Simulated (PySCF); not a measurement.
Compound: C5H9FO.
Numbering: `[CH3:1][C@@:2]1([F:3])[CH2:4][CH2:5][O:6][CH2:7]1`

Cartesian coordinates in Å at the GFN2-xTB level; atoms count from 1:
```xyz
16
C5H9FO angstrom
C      1.849   -0.284    0.150
C      0.464   -0.122   -0.455
F      0.554   -0.452   -1.805
C     -0.617   -0.991    0.211
C     -1.767   -0.002    0.439
O     -1.146    1.254    0.607
C     -0.106    1.311   -0.339
H      2.562    0.330   -0.395
H      1.833    0.024    1.191
H      2.161   -1.324    0.084
H     -0.251   -1.382    1.158
H     -0.898   -1.820   -0.435
H     -2.434    0.019   -0.436
H     -2.351   -0.207    1.335
H     -0.489    1.613   -1.325
H      0.627    2.040    0.005
```

NICS is the negative of the GIAO shielding at a point without a nucleus: at the ring centre (0) and 1 Å above and below it (1); zz is the component along the ring normal. Level: GIAO PBE0/pcSseg-1 (PySCF, non-relativistic, gas phase) on the GFN2-xTB geometry, one conformer.

Ring bond lengths (Å), with Mayer bond orders in brackets: C2–C4 1.538 (0.97), C4–C5 1.534 (1.04), C5–O6 1.412 (0.93), O6–C7 1.407 (0.94), C7–C2 1.546 (0.96).

What do the NICS probes read (ppm)?

```csv
ring,type,NICS(0),"NICS(1), two faces","NICS(1)zz, two faces",rms pucker (Å),"centre to ring atoms, mean (Å)"
C2–C4–C5–O6–C7,5-membered ring with O; formal bonds all single,-6.1,-2.2 / -4.3,-2.9 / -5.9,0.16,1.25
```

What can be read from them?

- C2–C4–C5–O6–C7: mean NICS(1)zz -4.4 ppm, shielded. C2, C4, C5, C7 have four or more neighbours, so the value isn't read as a sign of a π ring current. The two faces differ by 3.0 ppm, so no symmetry operation interchanges them.

What are the shieldings of the ring atoms and their hydrogens in the same run (means over atoms taken as equivalent)?

```csv
atoms,environment,σ isotropic (ppm)
C2,sp3 C–F carbon,82.7
C4,ring CH2 carbon,142.1
C5,sp3 carbon bound to oxygen,114.7
O6,cyclic ether oxygen,272.6
C7,sp3 carbon bound to oxygen,102.6
H11,methylene hydrogen,29.89
H12,methylene hydrogen,29.51
H13,methylene hydrogen,27.70
H14,methylene hydrogen,27.52
H15,methylene hydrogen,27.71
H16,methylene hydrogen,27.73
```
